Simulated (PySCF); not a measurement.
Geometry (Å), atoms numbered from 1 in this order:
```xyz
23

C     2.4626    0.9104   -1.4846
C     1.2778    0.0993   -1.0849
C     0.4305    0.3882   -0.1011
C     0.5895    1.6148    0.6971
O     0.8635    1.7484    1.8416
Cl    0.2404    3.0761   -0.2817
C    -0.7406   -0.4805    0.3485
C    -0.3780   -1.1271    1.6908
C    -1.9787    0.4097    0.5175
C    -1.0543   -1.5777   -0.6697
H     2.3026    1.3281   -2.4788
H     3.3434    0.2716   -1.5356
H     2.6585    1.7224   -0.7910
H     1.1426   -0.8078   -1.6548
H     0.4888   -1.7742    1.5767
H    -0.1457   -0.3716    2.4362
H    -1.2130   -1.7237    2.0508
H    -1.8263    1.1472    1.3022
H    -2.2014    0.9326   -0.4103
H    -2.8405   -0.1971    0.7865
H    -0.2354   -2.2883   -0.7464
H    -1.2516   -1.1526   -1.6506
H    -1.9396   -2.1213   -0.3484
```

PySCF 2.14.0 with density-fitted response routines calculation with shielding tensors at PBE0/pcSseg-1 (GIAO) and geometry: GFN2-xTB; no solvent, one computed conformer, fast rotation and ring inversion assumed for equivalent nuclei, relativity neglected.

Referencing at the same level of theory: ¹³C (186.93 ppm) vs TMS.

Do the ¹³C shifts follow the atomic charges (in e)? Tabulate both.

Results:


```json
{"atoms": "C4", "hybridisation": "sp2", "δ (ppm)": "184.3", "σ para (ppm)": "-248", "Hirshfeld": "+0.20", "IAO": "+0.37", "Mulliken": "+0.26", "ESP-fitted": "+0.49"}
{"atoms": "C3", "hybridisation": "sp2", "δ (ppm)": "158.3", "σ para (ppm)": "-239", "Hirshfeld": "-0.01", "IAO": "-0.07", "Mulliken": "-0.10", "ESP-fitted": "-0.35"}
{"atoms": "C2", "hybridisation": "sp2", "δ (ppm)": "133.1", "σ para (ppm)": "-200", "Hirshfeld": "-0.03", "IAO": "-0.12", "Mulliken": "-0.14", "ESP-fitted": "+0.07"}
{"atoms": "C7", "hybridisation": "sp3", "δ (ppm)": "39.2", "σ para (ppm)": "-94", "Hirshfeld": "+0.03", "IAO": "+0.06", "Mulliken": "-0.61", "ESP-fitted": "+0.55"}
{"atoms": "C8/C9/C10", "hybridisation": "sp3", "δ (ppm)": "30.5", "σ para (ppm)": "-92", "Hirshfeld": "-0.12", "IAO": "-0.42", "Mulliken": "-0.14", "ESP-fitted": "-0.55"}
{"atoms": "C1", "hybridisation": "sp3", "δ (ppm)": "20.5", "σ para (ppm)": "-81", "Hirshfeld": "-0.12", "IAO": "-0.43", "Mulliken": "-0.19", "ESP-fitted": "-0.37"}
```

Correlation coefficients of δ with charge over these carbons: Hirshfeld +0.72, IAO +0.73, Mulliken +0.68, ESP-fitted +0.33; with the paramagnetic shielding -1.00. With so few points, grouped by hybridisation, these coefficients are fragile. Charge is one influence among several: hybridisation and low-lying excitations act through the paramagnetic term.

Carbons that carry Cl, above all several Cl atoms, come out too deshielded, partly because spin–orbit coupling is missing. Shifts are as computed. Against solution values, carbons near 30 ppm lie about +3 ppm off and those near 130 ppm about +5 ppm; carbons on Cl a further +6 ppm. Of 1211 compounds with measured shifts, 218 miss one by over three times the rms of a fit or turn the order of signals round; such compounds aren't used in these exercises.
